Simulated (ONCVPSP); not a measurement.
**What one change does to a pseudopotential (manganese (Mn), ONCV)**

ONCVPSP 4.0.1 input, shortened (lines: element, Z, core and valence counts, functional; n l f; lmax; l rc ep ncon nbas qcut; lloc lpopt rc5 dvloc0; l nproj debl; icmod fcfact rcfact), PBE, fully relativistic:

```
  Mn 25.00    3    5        4      upf
    1    0    2.00
    2    0    2.00
    2    1    6.00
    3    0    2.00
    3    1    6.00
    3    2    5.00
    4    0    1.50
    4    1    0.50
    2
    0    1.35    0.00    4    8    8.80
    1    1.75    0.00    5    8    6.80
    2    0.95    0.00    5    8   11.60
    4    5    0.80    2.00
    0    2    4.00
    1    2    1.10
    2    2    3.10
    3    2.00    1.45
```

Open shells are filled in proportion to 2j + 1.

All-electron outer shells of the reference configuration (PBE, scalar-relativistic, ld1.x):

```
shell  level (eV)  outermost node (bohr)  outermost maximum (bohr)
   2s     -744.76                   0.08                      0.23
   2p     -631.00                      –                      0.19
   3s      -86.73                   0.34                      0.74
   3p      -55.44                   0.31                      0.75
   3d       -7.59                      –                      0.76
   4s       -5.63                   1.05                      2.47
   4p       -1.77                   1.16                      3.34
```

Change: p: qcut 4.3.

Cutoffs: the cutoffs (Ha) at which the residual kinetic energy of the hardest occupied pseudo-wave falls to 1 and 0.1 mHa per electron; they do not see the model core or the augmentation charge, which bear on the density cutoff. Errors are all-electron minus pseudo energies relative to the spin-unpolarised reference configuration.

Problem. What does the change do?

Solution. The potential gets neither clearly harder nor softer (203 Ha and 246 Ha → 203 Ha and 246 Ha); the d channel sets the loose cutoff, while the largest relative change is in p, which becomes harder; of the 4 tests that both files solve, the error grows in 1 and shrinks in 1 by more than 15 % and 0.3 meV (median size 0.6 → 0.1 meV); neither file shows a bound ghost.

| quantity | base | changed |
| --- | --- | --- |
| cutoff, loose | 203 Ha | 203 Ha |
| cutoff, tight | 246 Ha | 246 Ha |
| loose cutoff by channel | s 28 Ha, p 23 Ha, d 203 Ha | s 28 Ha, p 62 Ha, d 203 Ha |
| bound ghosts | none | none |
| GHOST(+) flags under 300 eV | none | none |
| error for 3s2 3p6 3d5 4s2 4p0, meV [ΔE -1.90 eV] | 0.0 | -0.1 |
| error for 3s2 3p6 3d5 4s1 4p0, meV [ΔE 6.52 eV] | +0.2 | +0.1 |
| error for 3s2 3p6 3d5 4s0 4p0, meV [ΔE 22.12 eV] | +1.0 | -0.1 |
| error for 3s2 3p5 3d5 4s2 4p0, meV [ΔE 60.09 eV] | +77 | +199 |
| s: phases at 1.37 bohr within 0.05 rad from the reference energy up to (Ha; the scan ends near 5) | to the end of the scan | to the end of the scan |
| p3/2: phases at 1.78 bohr within 0.05 rad from the reference energy up to (Ha; the scan ends near 5) | to the end of the scan | to the end of the scan |
| p1/2: phases at 1.78 bohr within 0.05 rad from the reference energy up to (Ha; the scan ends near 5) | to the end of the scan | to the end of the scan |
| d5/2: phases at 0.97 bohr within 0.05 rad from the reference energy up to (Ha; the scan ends near 5) | to the end of the scan | to the end of the scan |
| d3/2: phases at 0.97 bohr within 0.05 rad from the reference energy up to (Ha; the scan ends near 5) | to the end of the scan | to the end of the scan |
| rms error of d²Exc/dni dnj with the model core, mHa | 5.11 | 4.94 |
